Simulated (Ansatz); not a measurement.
An input meant for the cluster Li3S⁺ (charge 1, singlet).

```yaml
crystal:
  periodic: [true, true, true]
  atoms:
    - {symbol: Li, position_ang: [-0.217346, -2.121801, 0.352783]}
    - {symbol: Li, position_ang: [1.946374, 0.827852, -0.446326]}
    - {symbol: Li, position_ang: [-1.729116, 1.294005, 0.092903]}
    - {symbol: S, position_ang: [0.000088, -0.000056, 0.000650]}
basis:
  gaussian: {orbitals: "6-31G*"}
total_charge: 1
hamiltonian: {xc: {name: HSE06}, dispersion: d4}
```

```sh
$ ansatz run in.yaml --threads 2 --pin off --events-out ev --progress --plain --max-ram 4352MiB
```

Output, abridged:

```
Error: YAML parse error: error: line 2 column 3: crystal: missing field `lattice` (a structure is typed as `lattice` and `atoms`, a molecule's as `atoms` in Å alone, or read from a run's directory, `checkpoint`)
 --> <input>:2:3
  |
1 | crystal:
2 |   periodic: [true, true, true]
  |   ^ crystal: missing field `lattice` (a structure is typed as `lattice` and `atoms`, a molecule's as `atoms` in Å alone, or read from a run's directory, `checkpoint`)
3 |   atoms:
4 |     - {symbol: Li, position_ang: [-0.217346, -2.121801, 0.352783]}
  |
```

In this input the species is marked periodic without a cell. The program refused the input.
